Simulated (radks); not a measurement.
Values are calculated unless marked as measured or tabulated.
Spherical quantum dot in the effective-mass picture: electrons in a hard-walled sphere of radius 2.31, with a point charge +2 (a donor) at the centre, all in effective atomic units (hartree* = m*/eps^2 hartree, bohr* = eps/m* bohr), one dielectric constant everywhere. Level of theory: non-relativistic Kohn-Sham, r2SCAN, spin-polarised, spherical densities, generalised Kohn-Sham scheme (a radial shooting solver with Libxc functionals). Levels are named by radial order and angular momentum (1s, 1p, 1d, 2s, ...), and open shells are averaged over m. Results are scaled to m* = 0.168 and eps = 4.9, for which hartree* = 190.4 meV and bohr* = 1.543 nm.

N = 24, configuration 1s2 1p6 1d10 2s2 1f(up 4, down 0). This is the lowest configuration that the search found. Occupied and some empty levels:

level    occupation  eigenvalue (meV)  <r> (nm)
1s up             1            2494.7     2.028
1s down           1            2506.3     1.984
1p up             3            2636.1     2.377
1p down           3            2654.5     2.363
1d up             5            2821.6     2.498
1d down           5            2843.6     2.491
2s up             1            2879.3     1.457
2s down           1            2888.2     1.491
1f up             4            3064.8     2.584
1f down           0            3089.6     2.581
1g up             0            3362.2     2.653
1g down           0            3389.4     2.652
2p up             0            3400.5     1.801
2p down           0            3408.9     1.806
2d up             0            3826.8     2.011
2d down           0            3839.0     2.010

Energy (meV): total 36087.1, kinetic 14278, external -7188.5, Hartree 32343, exchange-correlation -3344.7.

Electron density:

r (nm)  n(r) (e/nm^3)
0.275          0.8275
0.542          0.4248
0.808          0.2281
1.07           0.1399
1.34           0.1154
1.61           0.1312
1.87           0.1696
2.14           0.2106
2.41           0.2296
2.67           0.2056
2.94           0.1359
3.21          0.05274
3.47         0.003535
